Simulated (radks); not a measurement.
The numbers below are computed, except where a source is named.
Problem. The tungsten ion W12+ is in [Kr] 4d10 4f13 5s2 5p1. Level of theory: scalar-relativistic Kohn-Sham, PBEsol, spin-polarised, spherical densities, finite nucleus; Fermi nuclear charge, rms radius of each element as measured or else 0.836 A^(1/3) + 0.57 fm (a radial shooting solver on a logarithmic mesh with Libxc functionals). Open shells are filled with parallel spins first. One electron is removed from 5s, 4f, 5p, 4d in turn, with full relaxation. Which removal costs least, and what does each cost?

Solution. 5p 246.76 eV; 4f 267.40 eV; 5s 288.75 eV; 4d 475.95 eV. The 5p electron leaves first.
